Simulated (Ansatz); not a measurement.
```yaml
crystal:
  periodic: [false, false, false]
  atoms:
    - {symbol: Ge, position_ang: [-1.976060, 0.643274, 1.990123]}
    - {symbol: Ge, position_ang: [-2.137159, 3.564649, -0.660740]}
    - {symbol: Ge, position_ang: [0.731742, -2.072889, 2.024769]}
    - {symbol: Ge, position_ang: [3.555559, -2.142647, -0.667384]}
    - {symbol: Ga, position_ang: [0.832748, 0.850795, -0.687585]}
    - {symbol: Ge, position_ang: [-0.456799, -0.501166, 0.662737]}
    - {symbol: Ge, position_ang: [-0.806348, 2.198843, -2.134134]}
    - {symbol: Ge, position_ang: [-3.533631, 2.092902, 0.942702]}
    - {symbol: Ge, position_ang: [2.202428, -0.606942, -2.194012]}
    - {symbol: Ge, position_ang: [2.049744, -3.366491, 0.675051]}
    - {symbol: H, position_ang: [-3.018812, -0.116618, 3.001405]}
    - {symbol: H, position_ang: [-1.314198, 1.598779, 3.154611]}
    - {symbol: H, position_ang: [-3.124665, 4.516221, -1.569938]}
    - {symbol: H, position_ang: [-1.394282, 4.512546, 0.258438]}
    - {symbol: H, position_ang: [-0.127515, -3.005201, 3.091844]}
    - {symbol: H, position_ang: [1.403549, -1.408147, 3.224593]}
    - {symbol: H, position_ang: [4.515795, -3.256370, -1.623072]}
    - {symbol: H, position_ang: [4.550179, -1.399231, 0.239541]}
    - {symbol: H, position_ang: [1.881140, 1.708307, 0.132416]}
    - {symbol: H, position_ang: [-1.526156, -1.436623, -0.098945]}
    - {symbol: H, position_ang: [-1.792084, 1.352195, -2.992836]}
    - {symbol: H, position_ang: [-0.103524, 3.265327, -3.247815]}
    - {symbol: H, position_ang: [-4.625292, 1.220871, -0.138469]}
    - {symbol: H, position_ang: [-4.449938, 2.846425, 1.553449]}
    - {symbol: H, position_ang: [1.438042, -1.779206, -3.039235]}
    - {symbol: H, position_ang: [3.194956, -0.177089, -3.110676]}
    - {symbol: H, position_ang: [1.284317, -4.478598, -0.062299]}
    - {symbol: H, position_ang: [3.051692, -4.547100, 1.562407]}
basis:
  gaussian: {orbitals: def2-mTZVPP, fitting: {mean_field: def2-universal-jkfit}}
total_charge: -1
hamiltonian: {xc: {name: wB97X-V}}
scf: {omitted_lower_state_checks: [starts]}
output: {forces: true}
```

```sh
$ ansatz run in.yaml --threads 2 --pin off --events-out ev --progress --plain --max-ram 32768MiB --backend cuda --devices 0, --max-vram 18GiB
```

Output, abridged:

```
Functional definition: wB97X-V
2984 factors; integrals over basis functions are off by at most 4.1e-1 eV
2984 factors; integrals over basis functions are off by at most 3.3e-7 eV
mean field evaluation 1: about -561283.3974 eV, gradient 5.3e1 eV
mean field evaluation 2: about -561284.7527 eV, gradient 5.3e1 eV
mean field evaluation 4: about -561287.0567 eV, gradient 2.6e0 eV
mean field evaluation 8: about -561287.0655 eV, gradient 1.4e-1 eV
mean field evaluation 16: about -561287.0655 eV, gradient 1.4e-4 eV
mean field -561287.06554135 eV, -20626.9192046069 hartree, gradient 3.1e-5 eV, S^2 0.000000; 0 other end points of the search recorded, 0 dependent functions left out
reference -561287.06553775 eV, -20626.9192044749 hartree; 169, 169 occupied and 281, 281 virtual orbitals, 2984 factors
Total energy: -561287.06553775 eV, -20626.9192044749 hartree
Atom 0 at    -1.976060     0.643274     1.990123 Å, force    -1.295666     0.888804     3.566713 eV/Å
Atom 1 at    -2.137159     3.564649    -0.660740 Å, force    -2.062587     0.013746    -0.401226 eV/Å
Atom 2 at     0.731742    -2.072889     2.024769 Å, force    -1.855437    -0.237372     2.739713 eV/Å
Atom 3 at     3.555559    -2.142647    -0.667384 Å, force     0.961427    -0.389236    -2.470029 eV/Å
Atom 4 at     0.832748     0.850795    -0.687585 Å, force     0.855806     1.207997    -1.783843 eV/Å
Atom 5 at    -0.456799    -0.501166     0.662737 Å, force    -1.329412    -2.025604    -0.391774 eV/Å
Atom 6 at    -0.806348     2.198843    -2.134134 Å, force     1.414082     0.512515    -0.675935 eV/Å
Atom 7 at    -3.533631     2.092902     0.942702 Å, force     2.482212    -2.979258    -5.890853 eV/Å
Atom 8 at     2.202428    -0.606942    -2.194012 Å, force    -1.992526    -2.409625     1.918933 eV/Å
Atom 9 at     2.049744    -3.366491     0.675051 Å, force     2.445896    -3.501566     0.761086 eV/Å
Atom 10 at    -3.018812    -0.116618     3.001405 Å, force     0.961253     0.065534    -0.875854 eV/Å
Atom 11 at    -1.314198     1.598779     3.154611 Å, force    -0.286068    -0.671878    -1.109927 eV/Å
Atom 12 at    -3.124665     4.516221    -1.569938 Å, force     0.691355    -0.688917     0.873273 eV/Å
Atom 13 at    -1.394282     4.512546     0.258438 Å, force     0.399843     0.274662     0.144291 eV/Å
Atom 14 at    -0.127515    -3.005201     3.091844 Å, force     0.323107     0.530137    -1.389818 eV/Å
Atom 15 at     1.403549    -1.408147     3.224593 Å, force     0.676483     0.422616    -0.255249 eV/Å
Atom 16 at     4.515795    -3.256370    -1.623072 Å, force    -1.203662     1.351268     1.352760 eV/Å
Atom 17 at     4.550179    -1.399231     0.239541 Å, force     0.009104    -0.059174     0.075479 eV/Å
Atom 18 at     1.881140     1.708307     0.132416 Å, force    -0.130560     0.100875     0.019844 eV/Å
Atom 19 at    -1.526156    -1.436623    -0.098945 Å, force     0.720881     0.474772     0.290934 eV/Å
Atom 20 at    -1.792084     1.352195    -2.992836 Å, force     0.086715     0.195648     0.180191 eV/Å
Atom 21 at    -0.103524     3.265327    -3.247815 Å, force    -0.751432    -1.104502     1.159864 eV/Å
Atom 22 at    -4.625292     1.220871    -0.138469 Å, force     1.582497     0.916830     1.387619 eV/Å
Atom 23 at    -4.449938     2.846425     1.553449 Å, force    -3.421533     3.014499     3.020300 eV/Å
Atom 24 at     1.438042    -1.779206    -3.039235 Å, force     0.427880     0.865763     0.596209 eV/Å
Atom 25 at     3.194956    -0.177089    -3.110676 Å, force     1.842835     1.090173    -1.770562 eV/Å
Atom 26 at     1.284317    -4.478598    -0.062299 Å, force    -0.287999     0.397894    -0.242123 eV/Å
Atom 27 at     3.051692    -4.547100     1.562407 Å, force    -1.264494     1.743399    -0.830016 eV/Å
Dipole moment:    -0.204717    -0.016111     0.365402 e Å
Checks for a lower state left out: starts
```

Run time 14 s (2 threads of AMD EPYC 7R13 on a shared host and a share (18 GiB) of an NVIDIA H100 80GB HBM3), peak host memory 2.3 GiB.

The highest occupied level of an anion often lies above zero with these methods, and sets without diffuse functions describe the outer electron poorly.

The dipole of an ion depends on the origin.
